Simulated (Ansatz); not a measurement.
`[SeH][SiH2]Br` → H₂Se + `[SiH]Br` at 400 K and 1 bar (silylene formation by 1,1-elimination).

Computed with Ansatz on PBE0-D4/def2-TZVP structures; ΔE is electronic, products minus reactants. CCSD(T)/CBS adds triple-zeta CCSD(T) − MP2 to the extrapolated MP2 energy (def2 sets, frozen cores). For Br, Se outer-core shells are correlated without core-valence functions, which leaves a few kJ/mol of doubt a bond. Scalar relativity is left out up to krypton. Each species was taken in one conformer, which may not be the lowest.

| species | CCSD(T)/CBS energy (Eh) | H − E (kJ/mol) | S (J/(mol·K)) |
| --- | --- | --- | --- |
| `[SeH][SiH2]Br` | -5264.97418 | 94.9 | 354.9 |
| H₂Se | -2401.89790 | 49.4 | 229.5 |
| `[SiH]Br` | -2862.97869 | 34.6 | 275.9 |

H − E and S are ideal-gas, rigid-rotor, harmonic terms from PBE0-D4/def2-TZVP, for one conformer and one mirror image of each species. 1 Eh = 2625.50 kJ/mol, R = 8.31446 J/(mol·K).

Question: By hand: ΔE, ΔH, ΔS and ΔG.

Answer: ΔE = (-2401.89790) + (-2862.97869) − (-5264.97418) = 0.09759 Eh = 256.2 kJ/mol. Δ(H − E) = 49.4 + 34.6 − 94.9 = -10.9, so ΔH = 245.3 kJ/mol. ΔS = 229.5 + 275.9 − 354.9 = 150.5 J/(mol·K). ΔG = 245.3 − 400 × (150.5)/1000 = 185.1 kJ/mol.

Question: By hand: the equilibrium constant, and the temperature at which ΔG would vanish if ΔH and ΔS stayed fixed.

Answer: log₁₀ K = −ΔG/(RT ln 10) = -24.2. ΔG = 0 at ΔH/ΔS = 1630 K.

The number of gas molecules changes by +1, which sets the sign of ΔS. A doubt of 5 kJ/mol in ΔE shifts log₁₀ K by 0.7 here. Other conformers and mirror images would add mixing entropy, several J/(mol·K) or more a flexible species. These are equilibria of isolated gas molecules and say nothing of rates. Largest T1 diagnostic: 0.011 (customary marks: 0.02 for closed shells, 0.045 for open ones).
